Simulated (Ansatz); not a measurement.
C₃₄H₃₄⁻, that is [34]annulene with one electron more. Total charge -1; doublet. Geometry PBE-D4/def2-SVP, that of the neutral singlet; atoms count from 1.

```xyz
68

C     2.603   -4.379   -3.121
C     1.495   -3.948   -3.930
C     0.158   -4.037   -3.613
C    -0.489   -4.390   -2.367
C    -0.157   -4.088   -1.062
C     0.912   -3.242   -0.606
C     1.030   -2.698    0.657
C     0.147   -2.903    1.772
C     0.019   -2.051    2.852
C     0.740   -0.822    3.023
C     0.394    0.237    3.835
C    -0.747    0.331    4.705
C    -1.317    1.513    5.136
C    -0.893    2.821    4.722
C    -1.637    3.979    4.771
C    -2.948    4.163    5.327
C    -3.861    5.067    4.821
C    -3.757    5.833    3.602
C    -3.198    5.538    2.363
C    -2.727    4.318    1.761
C    -2.896    3.027    2.224
C    -2.469    1.802    1.613
C    -1.725    1.606    0.464
C    -1.369    0.300    0.017
C    -0.619   -0.056   -1.098
C    -0.011    0.812   -2.047
C     0.807    0.373   -3.076
C     1.401    1.260   -4.021
C     2.333    1.007   -5.017
C     3.103   -0.160   -5.344
C     3.274   -1.355   -4.669
C     4.209   -2.340   -5.126
C     4.546   -3.550   -4.547
C     3.938   -4.258   -3.445
H     2.358   -4.960   -2.216
H     1.742   -3.605   -4.949
H    -0.543   -3.867   -4.451
H    -1.461   -4.901   -2.495
H    -0.867   -4.442   -0.296
H     1.653   -2.915   -1.351
H     1.841   -1.964    0.789
H    -0.541   -3.763    1.730
H    -0.763   -2.294    3.591
H     1.610   -0.660    2.367
H     1.019    1.138    3.739
H    -1.256   -0.606    4.989
H    -2.235    1.442    5.744
H     0.074    2.892    4.199
H    -1.232    4.847    4.223
H    -3.243    3.566    6.207
H    -4.759    5.270    5.431
H    -4.250    6.821    3.650
H    -3.179    6.398    1.670
H    -2.226    4.453    0.785
H    -3.459    2.902    3.160
H    -2.759    0.886    2.158
H    -1.389    2.480   -0.121
H    -1.728   -0.532    0.647
H    -0.458   -1.134   -1.256
H    -0.171    1.902   -1.951
H     0.983   -0.712   -3.164
H     1.055    2.307   -3.955
H     2.551    1.871   -5.667
H     3.701   -0.056   -6.268
H     2.748   -1.543   -3.721
H     4.801   -2.046   -6.012
H     5.453   -4.032   -4.954
H     4.640   -4.849   -2.829
```

Single mean-field runs in def2-SVP are fitted with def2-universal-jkfit.

Q: Estimate the Mulliken populations of the heavy atoms from the PBE0/def2-SVP orbitals of Ansatz.

A: 
```json
{"atom": "C1", "charge (e)": "-0.07", "spin (α − β)": "0.07"}
{"atom": "C2", "charge (e)": "-0.04", "spin (α − β)": "0.00"}
{"atom": "C3", "charge (e)": "-0.05", "spin (α − β)": "0.04"}
{"atom": "C4", "charge (e)": "-0.05", "spin (α − β)": "0.02"}
{"atom": "C5", "charge (e)": "-0.04", "spin (α − β)": "0.02"}
{"atom": "C6", "charge (e)": "-0.05", "spin (α − β)": "0.03"}
{"atom": "C7", "charge (e)": "-0.03", "spin (α − β)": "0.00"}
{"atom": "C8", "charge (e)": "-0.04", "spin (α − β)": "0.05"}
{"atom": "C9", "charge (e)": "-0.03", "spin (α − β)": "-0.02"}
{"atom": "C10", "charge (e)": "-0.03", "spin (α − β)": "0.05"}
{"atom": "C11", "charge (e)": "-0.02", "spin (α − β)": "-0.02"}
{"atom": "C12", "charge (e)": "-0.04", "spin (α − β)": "0.07"}
{"atom": "C13", "charge (e)": "-0.03", "spin (α − β)": "-0.02"}
{"atom": "C14", "charge (e)": "-0.02", "spin (α − β)": "0.09"}
{"atom": "C15", "charge (e)": "-0.03", "spin (α − β)": "-0.06"}
{"atom": "C16", "charge (e)": "-0.08", "spin (α − β)": "0.13"}
{"atom": "C17", "charge (e)": "-0.04", "spin (α − β)": "-0.06"}
{"atom": "C18", "charge (e)": "-0.09", "spin (α − β)": "0.14"}
{"atom": "C19", "charge (e)": "-0.04", "spin (α − β)": "-0.04"}
{"atom": "C20", "charge (e)": "-0.07", "spin (α − β)": "0.12"}
{"atom": "C21", "charge (e)": "0.00", "spin (α − β)": "-0.02"}
{"atom": "C22", "charge (e)": "-0.05", "spin (α − β)": "0.10"}
{"atom": "C23", "charge (e)": "-0.02", "spin (α − β)": "-0.01"}
{"atom": "C24", "charge (e)": "-0.03", "spin (α − β)": "0.07"}
{"atom": "C25", "charge (e)": "-0.06", "spin (α − β)": "0.01"}
{"atom": "C26", "charge (e)": "-0.03", "spin (α − β)": "0.05"}
{"atom": "C27", "charge (e)": "-0.06", "spin (α − β)": "0.03"}
{"atom": "C28", "charge (e)": "-0.04", "spin (α − β)": "0.02"}
{"atom": "C29", "charge (e)": "-0.05", "spin (α − β)": "0.07"}
{"atom": "C30", "charge (e)": "-0.04", "spin (α − β)": "-0.01"}
{"atom": "C31", "charge (e)": "-0.04", "spin (α − β)": "0.09"}
{"atom": "C32", "charge (e)": "-0.05", "spin (α − β)": "-0.02"}
{"atom": "C33", "charge (e)": "-0.08", "spin (α − β)": "0.10"}
{"atom": "C34", "charge (e)": "-0.04", "spin (α − β)": "-0.02"}
```
Mulliken values depend strongly on the basis.

Q: Where does the spin sit?

A: Summed by element: C 1.05, H -0.05, of 1 unpaired in all. Largest on single atoms: C18 0.14, C16 0.13, C20 0.12.

Q: And the Mayer bond orders between heavy atoms (over 0.3)?

A: C1–C2 1.20 (1.44 Å); C1–C34 1.64 (1.38 Å); C2–C3 1.67 (1.38 Å); C3–C4 1.16 (1.45 Å); C4–C5 1.67 (1.38 Å); C5–C6 1.18 (1.44 Å); C6–C7 1.65 (1.38 Å); C7–C8 1.18 (1.44 Å); C8–C9 1.63 (1.38 Å); C9–C10 1.19 (1.44 Å); C10–C11 1.65 (1.38 Å); C11–C12 1.19 (1.44 Å); C12–C13 1.62 (1.38 Å); C13–C14 1.20 (1.44 Å); C14–C15 1.63 (1.38 Å); C15–C16 1.21 (1.44 Å); C16–C17 1.61 (1.38 Å); C17–C18 1.22 (1.44 Å); C18–C19 1.56 (1.39 Å); C19–C20 1.31 (1.44 Å); C20–C21 1.50 (1.38 Å); C21–C22 1.29 (1.43 Å); C22–C23 1.50 (1.38 Å); C23–C24 1.31 (1.43 Å); C24–C25 1.47 (1.39 Å); C25–C26 1.29 (1.42 Å); C26–C27 1.48 (1.39 Å); C27–C28 1.28 (1.43 Å); C28–C29 1.51 (1.39 Å); C29–C30 1.28 (1.44 Å); C30–C31 1.53 (1.38 Å); C31–C32 1.26 (1.43 Å); C32–C33 1.58 (1.38 Å); C33–C34 1.19 (1.44 Å).
